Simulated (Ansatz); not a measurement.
```yaml
crystal:
  periodic: [false, false, false]
  atoms:
    - {symbol: Ga, position_ang: [-0.242525, -0.394186, -1.631659]}
    - {symbol: N, position_ang: [-0.254016, -0.427596, 0.525639]}
    - {symbol: C, position_ang: [0.432755, 0.714633, 1.154186]}
    - {symbol: H, position_ang: [0.171467, -1.318111, 0.818151]}
    - {symbol: H, position_ang: [-1.238466, -0.473023, 0.822996]}
    - {symbol: H, position_ang: [0.412356, 0.676682, 2.263559]}
    - {symbol: H, position_ang: [1.485163, 0.734978, 0.812351]}
    - {symbol: H, position_ang: [-0.045558, 1.653507, 0.815631]}
    - {symbol: H, position_ang: [1.334850, -0.400095, -1.851761]}
    - {symbol: H, position_ang: [-1.015557, 0.982272, -1.842498]}
    - {symbol: H, position_ang: [-1.040459, -1.749060, -1.886586]}
basis:
  gaussian: {orbitals: def2-TZVP}
total_charge: 1
magnetization: {spin_polarized: true, initial_magnetization: 1}
hamiltonian: {xc: {name: rPW86-PBE}, dispersion: d4}
scf: {omitted_lower_state_checks: [starts]}
```

```sh
$ ansatz run in.yaml --threads 4 --pin off --events-out ev --progress --plain --max-ram 3916MiB
```

It prints (some lines left out):

```
Functional definition: rPW86-PBE
1055 factors; their error is unknown
mean field evaluation 1: about -55032.5472 eV, gradient 7.6e1 eV
mean field evaluation 2: about -54893.2362 eV, gradient 1.5e2 eV
mean field evaluation 4: about -55051.3348 eV, gradient 2.0e1 eV
mean field evaluation 8: about -55053.8901 eV, gradient 8.5e0 eV
mean field evaluation 16: about -55054.6749 eV, gradient 6.8e-3 eV
mean field -55054.67491329 eV, -2023.2219856644 hartree, gradient 2.3e-5 eV, S^2 0.755826; 0 other end points of the search recorded, 0 dependent functions left out
reference -55054.67503040 eV, -2023.2219899683 hartree; 26, 25 occupied and 132, 133 virtual orbitals, 1055 factors
Total energy: -55054.84787339 eV, -2023.2283418310 hartree
Checks for a lower state left out: starts
```

Hardware: 4 threads of Arm Neoverse V1 on a shared host. Wall time 8 s.
